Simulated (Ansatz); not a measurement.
Two isomers of C2H4ClNOSi: A = `N=C1OC1([SiH3])Cl`, B = `C[Si](O)(Cl)C#N`.

Computed with Ansatz on PBE0-D4/def2-TZVP structures; ΔE is electronic, products minus reactants. CCSD(T)/CBS is the MP2 limit (def2-TZVPP, def2-QZVPP) plus CCSD(T) − MP2 in def2-TZVPP, frozen cores. DFT in def2-TZVPP. B3LYP here is the variant with VWN-RPA as its local correlation; programs differ in this. One conformer a species, not always the lowest.

(1) Which isomer does CCSD(T)/CBS put lower? Give the gap. (An estimate is asked.)

(2) Give E(B) − E(A) in kJ/mol with HF/def2-TZVPP, CCSD/def2-TZVPP, MP2/def2-TZVPP, B2PLYP, r2SCAN-D4, B3LYP-D4, PBE0-D4. (Estimate.)

Largest T1 diagnostic: 0.015.

## Answers

(1) The calculation gave: B, by 550.8 kJ/mol.

(2) Ansatz gave: HF/def2-TZVPP -587.4, CCSD/def2-TZVPP -556.2, MP2/def2-TZVPP -561.6, B2PLYP -541.9, r2SCAN-D4 -513.0, B3LYP-D4 -523.2, PBE0-D4 -502.2. None reverses the order clearly.

From PBE to PBE0 (25 % exact exchange), in def2-TZVPP and without D4, E(B) − E(A) moves by −27.1 kJ/mol. In def2-TZVPP, CCSD(T) changes the Hartree–Fock value by +42.4 kJ/mol (the triples alone add +11.1 kJ/mol) and MP2 by +25.9 kJ/mol.
